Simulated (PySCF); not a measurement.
Si(H)(Me)2(NH2) (C2H9NSi), SMILES [SiH](N)(C)C.

Geometry optimised at B3LYP-D3(BJ)/def2-SVP. One conformer was computed; it need not be the lowest.

Two levels are set side by side: TDDFT-PBE/def2-SVPD (PySCF) and TDDFT-LC-ωPBE/def2-SVPD (PySCF). Vertical, same geometry. The lowest singlet is HOMO→LUMO 99 % with PBE and HOMO→LUMO 64 %, HOMO→LUMO+1 15 % with the other functional; states are paired by order. Differences are taken from unrounded values.

```
quantity                              TDDFT-LC-ωPBE
------------------------------------  -------------
lowest singlet excitation (eV)                 6.97
lowest triplet excitation (TDA) (eV)           6.54
```

Q: What does TDDFT-PBE give, and how far is it from TDDFT-LC-ωPBE? (An estimate is asked for; the answer gives what the named calculation found.)

A: 
```csv
quantity,TDDFT-PBE,TDDFT-PBE minus TDDFT-LC-ωPBE
lowest singlet excitation (eV),5.61,-1.36
lowest triplet excitation (TDA) (eV),5.38,-1.17
```

Functionals without exact exchange tend to place singlet excitations lower, as here. Differences between two approximate levels are no errors against the true value.

Rough cost on one machine, each run with all the roots and properties that it gave: TDDFT-LC-ωPBE against TDDFT-PBE about 6 times.
